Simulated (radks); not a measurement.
Q: Valence configurations of Ne2+ (all share [He]). All-electron calculation, non-relativistic Kohn-Sham, PBE, spin-unpolarised, spherical densities, point nucleus. Program: a radial shooting solver on a logarithmic mesh with Libxc functionals. Order these by energy: 2s0.5 2p5.5; 2s1 2p5; 2p6; 2s1.5 2p4.5; 2s2 2p4.

A: From the lowest, in eV above it: 2s2 2p4 0.000; 2s1.5 2p4.5 11.585; 2s1 2p5 23.194; 2s0.5 2p5.5 34.826; 2p6 46.482. NIST lists [He] 2s2 2p4 as the ground configuration; this level of theory agrees among the configurations tried. The energies are those of spherical spin-averaged densities, not of single terms.
